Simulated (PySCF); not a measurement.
Compound: C₄H₉B.
Geometry (GFN2-xTB, Å), atoms numbered from 1 in this order:
```xyz
14
C4H9B angstrom
B     -0.2388    1.4238   -0.2607
C     -0.2965    0.0720    0.5397
C     -1.5791   -0.7476    0.5749
C      0.6914   -0.4360   -0.4736
C      1.9998   -0.1980   -0.4368
H     -0.8940    1.5682   -1.2194
H      0.4825    2.2751    0.0863
H      0.1568    0.0973    1.5309
H     -2.2839   -0.3046    1.2755
H     -2.0481   -0.7746   -0.4061
H     -1.3814   -1.7710    0.8933
H      0.2706   -0.9936   -1.3003
H      2.4508    0.3515    0.3728
H      2.6691   -0.5631   -1.1986
```

Vertical excitations from PySCF (density fitting, frozen core in the response, grid level 2 and gas phase unless stated; continuum runs use non-equilibrium linear response for the excitations) on a GFN2-xTB geometry. Reference run:

```json
{"settings": "CAM-B3LYP/def2-SVPD, full TDDFT, 8 singlets", "S1, eV (f)": "5.50 (0.135)", "S2, eV (f)": "6.33 (0.003)", "S3, eV (f)": "6.82 (0.155)", "S4, eV (f)": "7.38 (0.151)", "S5, eV (f)": "7.48 (0.019)", "S6, eV (f)": "7.86 (0.046)", "T1, eV (Tamm–Dancoff)": "3.81", "mean α (au)": "64.9"}
```

Question: What do these settings give: LC-wPBE/def2-SVP, IEF-PCM acetonitrile, energy threshold 1e-11 Eh, full TDDFT, 3 singlets?

Answer: 
```
                                                                                 settings    S1, eV (f)    S2, eV (f)    S3, eV (f)  S4, eV (f)  S5, eV (f)  S6, eV (f)  T1, eV (Tamm–Dancoff)  mean α (au)
LC-wPBE/def2-SVP, IEF-PCM acetonitrile, energy threshold 1e-11 Eh, full TDDFT, 3 singlets  5.64 (0.183)  6.60 (0.004)  7.11 (0.211)           –           –           –                      –         74.1
```

S1 moves by +0.14 eV; functional, basis and environment change together, so the shift can't be laid on one. States are counted by energy in each run and needn't keep their character from row to row.

Question: Which orbital pairs make up S1 in each run, and how does it sit against the orbital gap?

Answer: 
```
                                                                                 settings  S1 configurations (weight)  S1 (eV)  orbital gap (eV)  S1 − gap (eV)
                                              CAM-B3LYP/def2-SVPD, full TDDFT, 8 singlets                    H→L 0.83     5.50              8.69          -3.19
LC-wPBE/def2-SVP, IEF-PCM acetonitrile, energy threshold 1e-11 Eh, full TDDFT, 3 singlets                    H→L 0.85     5.64             11.24          -5.60
```

One conformer (not necessarily the lowest) at the GFN2-xTB geometry, without vibrations or thermal averaging.
